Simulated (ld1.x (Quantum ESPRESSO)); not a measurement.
# An all-electron radial function and its pseudo partner (Al (Z = 13))

Columns: radius, all-electron u(r) and pseudo u(r) of the 3s shell (level -7.75 eV) of aluminium in the configuration [Ne] 3s2 3p1; PBE, scalar-relativistic, RRKJ scheme, ld1.x (Quantum ESPRESSO) 7.5.

```
r (bohr)  all-electron  pseudo
   0.145        0.0346  0.0280
   0.290       -0.2245  0.0581
   0.435       -0.2947  0.0924
   0.580       -0.2209  0.1334
   0.725       -0.0807  0.1832
   0.870        0.0764  0.2432
   1.015        0.2249  0.3133
   1.160        0.3532  0.3904
   1.305        0.4575  0.4685
   1.450        0.5382  0.5399
   1.595        0.5978  0.5978
   1.740        0.6389  0.6388
   1.885        0.6636  0.6636
   2.030        0.6742  0.6742
   2.175        0.6731  0.6731
   2.320        0.6627  0.6627
   2.465        0.6449  0.6449
   2.610        0.6217  0.6217
   2.755        0.5944  0.5944
   2.900        0.5644  0.5644
   3.045        0.5328  0.5328
   3.190        0.5005  0.5005
   3.335        0.4680  0.4680
   3.480        0.4359  0.4359
   3.625        0.4047  0.4047
   3.770        0.3747  0.3747
```

Question: How many radial nodes do the two functions have?

Answer: The all-electron 3s function has n − l − 1 = 2; the pseudo-wave has 0, since the states of the same l below it are removed with the core.

Question: At about which radius was the pseudo-wave matched?

Answer: 1.95 bohr. The columns agree to 0.0005 from 1.59 bohr on; several derivatives are matched, so the curves merge somewhat inside the radius.

Question: Is the pseudo-wave norm-conserving?

Answer: Yes: the RRKJ scheme keeps the norm inside the radius equal to the all-electron one, which fixes the energy derivative of the logarithmic derivative at the level.
